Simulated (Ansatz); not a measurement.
Geometry optimisation, RKS PBE/STO-3G in Ansatz 0.2.0.

Input file:

```yaml
crystal:
  periodic: [false, false, false]
  atoms:
    - { symbol: C, position_ang: [-0.1168, -1.5093, -0.5024] }
    - { symbol: C, position_ang: [0.2076, 0.0066, -0.6299] }
    - { symbol: O, position_ang: [1.17441, 0.2383, -1.68476] }
    - { symbol: C, position_ang: [0.78049, 0.49413, 0.77037] }
    - { symbol: O, position_ang: [1.8696, 1.08752, 0.80942] }
    - { symbol: S, position_ang: [-1.30543, 0.99414, -0.88295] }
    - { symbol: Si, position_ang: [-1.86658, 0.66593, -2.90541] }
    - { symbol: H, position_ang: [-0.5352, -1.8085, -1.4731] }
    - { symbol: H, position_ang: [0.7003, -2.079, -0.2279] }
    - { symbol: H, position_ang: [-0.9495, -1.6304, 0.2525] }
    - { symbol: H, position_ang: [1.64635, 1.03033, -1.39568] }
    - { symbol: H, position_ang: [0.20843, 0.20686, 1.61934] }
    - { symbol: H, position_ang: [-1.92094, -0.80098, -3.20708] }
    - { symbol: H, position_ang: [-0.85025, 1.28029, -3.85372] }
    - { symbol: H, position_ang: [-3.18257, 1.26693, -3.15693] }
basis:
  gaussian: { orbitals: STO-3G }
hamiltonian:
  xc: pbe
relax:
  f_tol: 0.015
  max_steps: 40
```

Run as:

```bash
$ ansatz run input.yaml --threads 1 --pin off --max-ram 2048MiB --backend cpu --events-out ev --progress --plain --runs-dir out
```

Problem. Where does it end, and by what steps?

Solution. It converged. Limits of this set-up: minimal basis. After 24 steps the energy has fallen by 1.057 eV; O5 moved furthest, 1.31 Å.

| step | energy less start (eV) | largest force component (eV/Å) | accepted |
| --- | --- | --- | --- |
| 0 | 0.0000 | 3.891 | yes |
| 1 | -0.5685 | 1.274 | yes |
| 2 | -0.6534 | 1.313 | yes |
| 3 | -0.7573 | 0.842 | yes |
| 4 | -0.8282 | 0.446 | yes |
| 5 | -0.8659 | 0.267 | yes |
| 6 | -0.8796 | 0.200 | yes |
| 7 | -0.9038 | 0.193 | yes |
| 8 | -0.9216 | 0.391 | yes |
| 9 | -0.9431 | 0.503 | yes |
| 10 | -0.9713 | 0.458 | yes |
| 11 | -1.0042 | 0.281 | yes |
| 12 | -1.0282 | 0.291 | yes |
| 13 | -1.0333 | 0.233 | yes |
| 14 | -1.0384 | 0.061 | yes |
| 15 | -1.0391 | 0.048 | yes |
| 16 | -1.0397 | 0.048 | yes |
| 17 | -1.0420 | 0.138 | yes |
| 18 | -1.0098 | 0.407 | no |
| 19 | -1.0472 | 0.141 | yes |
| 20 | -1.0536 | 0.136 | yes |
| 21 | -1.0553 | 0.094 | yes |
| 22 | -1.0565 | 0.065 | yes |
| 23 | -1.0569 | 0.030 | yes |
| 24 | -1.0570 | 0.012 | yes |

```xyz
15
Properties=species:S:1:pos:R:3
C -0.057 -1.869 -0.171
C -0.135 -0.383 -0.631
O 0.470 -0.113 -1.944
C 0.537 0.684 0.296
O 1.333 1.494 -0.311
S -1.844 0.356 -0.731
Si -1.368 0.956 -2.772
H -0.616 -2.516 -0.874
H 0.998 -2.206 -0.140
H -0.497 -1.981 0.838
H 1.103 0.706 -1.586
H 0.256 0.767 1.378
H -1.273 -0.095 -3.777
H -0.405 2.038 -2.959
H -2.644 1.605 -3.083
```

Whether the end is a true minimum wasn't checked by a vibrational analysis.

The run took 3.5 min on 1 thread of Arm Neoverse N1 (shared host), peak memory 0.17 GiB.
